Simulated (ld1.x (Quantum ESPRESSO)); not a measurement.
Results of a calculation; reference values are marked as such.
## Hardness and transferability of assorted potentials

Generated with ld1.x 7.5 (TM, RRKJ, ultrasoft, PAW), atompaw 4.2 or ONCVPSP 4.0.1. The cutoff is in Ry: for ld1.x and atompaw files where the sum of valence levels is converged to 10 mRy in a Bessel basis, for ONCV files where the hardest occupied wave has 1 mHa per electron of residual kinetic energy. The error is the largest all-electron minus pseudo excitation energy over each file’s own four to seven test configurations (ionisations up to +4, promotions, holes and added fractions of an electron), all of which were solved. The labels leave out finer settings (local radius, basis sizes, second energies), which also bear on the numbers. Spin-polarised tests are not counted. The rows are a selection from randomly drawn settings: files with unsolved tests, undetermined cutoffs or missed reference levels are left out.

A true bound ghost makes a file unfit for plane-wave use even where its test errors are small: the radial tests pick states by their node count and pass the ghost by.

```csv
element,potential,cutoff (Ry),largest error (meV),bound ghosts
C,"RRKJ, Wu–Cohen, non-relativistic, rc 0.90/1.65/1.70 (spd), local smoothed, core correction yes, reference 2s2 2p0.5",45,+118,none
Te,"TM, PBE, scalar-relativistic, rc 1.70/1.95/0.95 (spd), local s, core correction no, reference 4d10 5s2 5p4",120,+11,none
Hf,"TM, PBE, scalar-relativistic, rc 2.50/2.10/2.60 (spd), local p, core correction yes, reference 5p6 5d2 6s1.75 6p0",25,+249,s
Au,"TM, PBE, scalar-relativistic, rc 2.25/2.65/1.26 (spd), local smoothed, core correction no, reference 5d10 6s0 6p0",60,-92,s
Hg,"RRKJ, LDA (PZ), scalar-relativistic, rc 2.00/3.10/2.00 (spd), local smoothed, core correction no, reference 5d10 6s2 6p0",40,+12,none
Pb,"TM, LDA (PZ), scalar-relativistic, rc 1.70/2.00/1.10 (spd), local d, core correction yes, reference 5d10 6s1 6p3",80,-144,"s, p"
```

**Question.** Fill in the row for Pm: TM semilocal, PBE, scalar-relativistic, rc 3.55/4.20/2.25 (spd), local d, core correction yes, reference 5d1 6s2 6p0.

**Answer.** cutoff 12 Ry, largest error -140 meV, bound ghosts: none.

**Question.** Fill in the row for B: PAW, PBE, non-relativistic, rc 1.15/3.30 (sp), local smoothed, core correction yes, reference 2s2 2p1.

**Answer.** cutoff 21 Ry, largest error -14 meV, bound ghosts: none.
